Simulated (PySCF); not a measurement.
Species: C₄H₈F₂Si.
Numbering: `[F:1][C@@H:2]1[CH2:3][SiH2:4][C@H:5]([F:6])[CH2:7]1`

Definitions: NICS(0) = −σiso at the ring centroid; NICS(1) = −σiso and NICS(1)zz = −σzz at ±1 Å along the ring normal z. Level: GIAO PBE0/pcSseg-1 (PySCF, non-relativistic, gas phase) on the PBE0-D3(BJ)/def2-SVP geometry, one conformer.

Ring bond lengths (Å), with Mayer bond orders in brackets: C2–C3 1.525 (1.01), C3–Si4 1.898 (0.91), Si4–C5 1.927 (0.87), C5–C7 1.525 (1.00), C7–C2 1.524 (0.99).

Question: Give the NICS values of each ring in ppm.

Answer: 
```json
{"ring": "C2–C3–Si4–C5–C7", "type": "5-membered ring with Si; formal bonds all single", "NICS(0)": "-5.8", "NICS(1), two faces": "-2.3 / -5.7", "NICS(1)zz, two faces": "2.7 / -3.4", "rms pucker (Å)": "0.20", "centre to ring atoms, mean (Å)": "1.40"}
```

Question: What can be read from them?

Answer: 
- C2–C3–Si4–C5–C7: mean NICS(1)zz -0.3 ppm, near zero. C2, C3, Si4, C5, C7 have four or more neighbours, so the value isn't read as a sign of a π ring current. The two faces differ by 6.1 ppm, so no symmetry operation interchanges them.

Question: How do the values depend on the level or the medium?

Answer: 
```tsv
level	NICS(0), C2–C3–Si4–C5–C7	mean NICS(1)zz, C2–C3–Si4–C5–C7
PBE0/pcSseg-1, gas	-5.8	-0.3
PBE0/pcSseg-1, IEF-PCM chloroform	-5.8	-0.3
PBE0/pcSseg-1, IEF-PCM water	-5.8	-0.2
```

The geometry is the same throughout; the continuum's cavity takes Bondi-type radii × 1.2.
